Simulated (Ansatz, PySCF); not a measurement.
Input for PySCF:
```python
from pyscf import gto, scf, dft

mol = gto.M(
    atom='''
Ta    0.000000    0.000000   -0.000000
F     0.518867    1.166942   -1.289565
F     0.103893   -1.250268    1.311484
F    -0.441613   -1.253824   -1.235661
F    -0.181148    1.337150    1.213741
''',
    basis='def2-svp',
    ecp={'Ta': 'def2-svp'},
    charge=0,
    spin=1,
    verbose=3,
)

mf = dft.UKS(mol)
mf.xc = 'pbe0'
mf.grids.atom_grid = (99, 590)
mf.grids.prune = None
mf.kernel()
```

### Question
Give the equivalent Ansatz (a first-principles code) input.

### Answer
One answer among several that fit: 
Ansatz 0.2 input:
```yaml
crystal:
  periodic: [false, false, false]
  atoms:
    - {symbol: Ta, position_ang: [0.00000000, 0.00000000, -0.00000000]}
    - {symbol: F, position_ang: [0.51886739, 1.16694161, -1.28956491]}
    - {symbol: F, position_ang: [0.10389302, -1.25026783, 1.31148402]}
    - {symbol: F, position_ang: [-0.44161278, -1.25382413, -1.23566053]}
    - {symbol: F, position_ang: [-0.18114763, 1.33715035, 1.21374142]}
basis:
  gaussian:
    orbitals: def2-SVP
hamiltonian:
  xc: pbe0
magnetization: {spin_polarized: true, initial_magnetization: 1}
accuracy: high
```

Both were run: PySCF gave -455.911704 Eh and Ansatz -455.911692 Eh, 0.012 mEh apart.
